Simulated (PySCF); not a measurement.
How methods differ on the excitation energy of Cd⁺

Cd⁺ [Kr] 4d10 5s1 (2S) → Cd⁺ [Kr] 4d9 5s2 (2D), as a difference of total energies. All numbers are calculated (PySCF 2.14, scalar relativity by spin-free X2C-1e, in ANO-RCC-VTZP (7s6p4d2f1g, 68 functions)). Correlated levels: valence: [Kr] frozen. The calculations carry no spin-orbit coupling.

```tsv
method	excitation energy (eV)	error (eV)
UHF	8.896	+0.030
MP2 (valence)	9.062	+0.196
SCS-MP2 (valence)	8.883	+0.017
CCSD (valence)	8.864	-0.002
CCSD(T) (valence)	8.843	-0.023
```

Reference: 8.866 eV (measured; NIST levels, between the centres of gravity of the two terms).

Errors of the correlated levels include the incompleteness of this basis and the frozen core.
